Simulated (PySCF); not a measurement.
How methods differ on the ionisation energy of Pt

Pt [Xe] 4f14 5d9 6s1 (3D) → Pt⁺ [Xe] 4f14 5d9 (2D), as a difference of total energies. Calculation: PySCF 2.14, in aug-cc-pVTZ-PP with ECP60MDF (6s6p5d3f2g, 88 functions); scalar relativity through the core potential. Correlated levels: valence: 5s2 5p6 frozen. The calculations carry no spin-orbit coupling.

```csv
method,ionisation energy (eV)
UHF,7.568
LDA,9.734
PBE,9.340
PBE0,9.047
B97-3,8.886
LC-wPBE,8.718
BP86,9.496
wB97M-V,8.704
MP2 (valence),9.012
SCS-MP2 (valence),8.790
```

Problem. How much does correlation contribute at MP2 (valence)?

Solution. 9.012 − (7.568) = 1.444 eV, measured against UHF.

The reference lies between the lowest fine-structure levels, while these numbers refer to the centres of the terms.

Errors of the correlated levels include the incompleteness of this basis and the frozen core.

For comparison: 8.959 eV (measured; NIST Atomic Spectra Database, ionization energies).
